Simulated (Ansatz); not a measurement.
Total energies of AlH5S2Si, SMILES `[SiH3][S][AlH][SH]`.

```xyz
9

Si   -0.7722   -1.1148    0.7829
S     1.2532   -0.5023    1.0655
Al    1.4591    1.1274   -0.3691
S    -0.0830    1.6835   -1.8050
H    -0.9952   -2.2663    1.6890
H    -1.0209   -1.5365   -0.6212
H    -1.7188   -0.0207    1.1174
H     2.7992    1.9501   -0.3657
H    -0.9213    0.6796   -1.4939
```

Charge 0, multiplicity 1. Geometry: relaxed with PBE0-D4/def2-TZVP. It is one conformer, not always the lowest. Basis def2-TZVPP, Ansatz 0.2.0.

RPA on PBE orbitals: Hartree–Fock energy of these orbitals -1328.92399 Eh, correlation -1.01406 Eh (frozen core).

| functional | kind | energy without D4 (Eh) | D4 term (kJ/mol) |
| --- | --- | --- | --- |
| LDA (SPW92) | LDA | -1326.46462 | – |
| PBE | GGA | -1330.81982 | -26.0 |
| revPBE | GGA | -1331.19772 | -63.3 |
| BLYP | GGA | -1331.44349 | -54.8 |
| r2SCAN | meta-GGA | -1331.35391 | -6.1 |
| B97M-V | meta-GGA with VV10 | -1331.13244 | – |
| PBE0 | global hybrid, 25 % exact exchange | -1330.94315 | -22.5 |
| B3LYP | global hybrid, 20 % | -1331.54271 | -42.5 |
| r2SCANh | meta-GGA hybrid, 10 % | -1331.34722 | -6.7 |
| r2SCAN0 | meta-GGA hybrid, 25 % | -1331.33819 | -7.5 |
| HSE06 (plane-wave form) | screened hybrid | -1330.91533 | -21.4 |
| BHLYP | global hybrid, 50 % | -1331.45884 | -37.9 |
| CAM-B3LYP | range-separated hybrid | -1331.48806 | -23.6 |
| B2PLYP | double hybrid | -1330.96573 | – |

(1) Give the same for LC-ωPBE, ωB97X-V, ωB97M-V, PBE-QIDH. (Estimate.)

B3LYP takes the VWN-RPA correlation (the form of Gaussian; ORCA's B3LYP/G). HSE06 is the plane-wave form, built on full-range PBE exchange. The double hybrids freeze the cores in their second-order part.

## Answers

(1) Ansatz gave: 
```json
{"functional": "LC-ωPBE", "kind": "long-range corrected hybrid", "energy without D4 (Eh)": "-1331.05773", "D4 term (kJ/mol)": "–"}
{"functional": "ωB97X-V", "kind": "range-separated hybrid GGA with VV10", "energy without D4 (Eh)": "-1331.25597", "D4 term (kJ/mol)": "–"}
{"functional": "ωB97M-V", "kind": "range-separated hybrid meta-GGA with VV10", "energy without D4 (Eh)": "-1331.36983", "D4 term (kJ/mol)": "–"}
{"functional": "PBE-QIDH", "kind": "double hybrid", "energy without D4 (Eh)": "-1330.60172", "D4 term (kJ/mol)": "–"}
```

LC-ωPBE has ω = 0.4 bohr⁻¹.
